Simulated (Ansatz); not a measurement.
The same path of GaH3 + H4Si (9 atoms, charge 0, multiplicity 1) was run twice with different band settings. Lost on the way: Ga1–H2, Si5–H9. Made: Ga1–Si5, H2–H9.

Method: RKS PBE/def2-SVP (Ansatz).

Relaxed end points:

```xyz
9
Properties=species:S:1:pos:R:3
Ga -0.035 0.264 0.135
H 0.447 1.141 1.359
H 1.047 -0.481 -0.757
H -1.536 0.314 -0.362
Si 0.147 -2.743 1.126
H -0.288 -3.210 -0.228
H 1.637 -2.736 1.271
H -0.497 -3.561 2.209
H -0.378 -1.323 1.360
```

```xyz
9
Properties=species:S:1:pos:R:3
Ga -0.153 -0.593 -0.125
H 0.265 0.796 1.608
H 1.064 0.158 -0.807
H -1.601 0.041 -0.233
Si 0.142 -2.821 0.792
H -0.150 -3.828 -0.295
H 1.549 -3.074 1.275
H -0.798 -3.115 1.936
H 0.225 0.102 1.962
```

Common settings: movable images 5; climbing image yes; spring 5.0 eV/Å²; optimiser quadratic models (default); force threshold 0.05 eV/Å; iteration limit 60; end points relaxed.

| run | start path |
| --- | --- |
| 1 | through a guess of the saddle point |
| 2 | straight line |

(1) What does each run give, and how far can it be trusted?

## Answers

(1) Run 1: converged after 23 iterations, highest image 0.965 eV above the first end. A vibrational analysis at the climbing image gives one clearly imaginary mode, 1067i cm⁻¹: a first-order saddle point.
Run 2: converged after 12 iterations, highest image 0.966 eV above the first end. Another band between the same ends (5 images) ends at a top of the same energy, where a vibrational analysis finds 1 clearly imaginary mode.
The orbitals stay closed-shell, which can raise the energy where a bond breaks towards radicals; this wasn't checked here.
